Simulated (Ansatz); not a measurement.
Frontier orbitals of AlGeH$_{8}$NSi.

Cartesian coordinates in Å:
```
N -1.271 -0.334 0.074
Si -0.074 -0.414 -1.327
Ge 1.802 0.139 0.039
Al -0.187 0.713 1.473
H -1.479 -1.254 0.452
H -2.162 0.089 -0.166
H -0.308 -1.722 -2.002
H -0.556 0.663 -2.232
H 2.697 1.139 -0.712
H 2.630 -1.143 0.263
H -0.394 -0.092 2.833
H -0.697 2.214 1.306
```

The species carries charge 0 and has multiplicity 1. Correlated methods include outer-core shells of Ge, which these sets cover unevenly. Scalar relativity is left out up to krypton. The bonds changed during the relaxation, so this is another structure than the one it started from. The geometry is a stationary point of PBE0-D4/def2-TZVP. It is one conformer, not always the lowest. Basis def2-TZVPP, Ansatz 0.2.0.

```json
{"functional": "PBE", "HOMO (eV)": "-5.58", "LUMO (eV)": "-1.71", "gap (eV)": "3.87"}
{"functional": "B97M-V", "HOMO (eV)": "-5.88", "LUMO (eV)": "-1.63", "gap (eV)": "4.25"}
{"functional": "PBE0", "HOMO (eV)": "-6.52", "LUMO (eV)": "-0.94", "gap (eV)": "5.58"}
{"functional": "r2SCAN0", "HOMO (eV)": "-6.66", "LUMO (eV)": "-0.75", "gap (eV)": "5.91"}
{"functional": "LC-ωPBE", "HOMO (eV)": "-8.91", "LUMO (eV)": "1.09", "gap (eV)": "10.00"}
{"functional": "ωB97M-V", "HOMO (eV)": "-8.46", "LUMO (eV)": "0.62", "gap (eV)": "9.08"}
{"functional": "HF", "HOMO (eV)": "-8.64", "LUMO (eV)": "1.85", "gap (eV)": "10.49"}
```

A quarter of exact exchange (PBE0) shifts PBE's HOMO by −0.95 eV and its LUMO by +0.77 eV; full exchange at long range (ωB97M-V) shifts them by −2.88 and +2.34 eV. The gap opens from 3.86 to 9.08 eV, since occupied levels lose self-interaction and empty ones feel all the electrons. A positive LUMO is unbound and depends on the basis.

LC-ωPBE has ω = 0.4 bohr⁻¹.
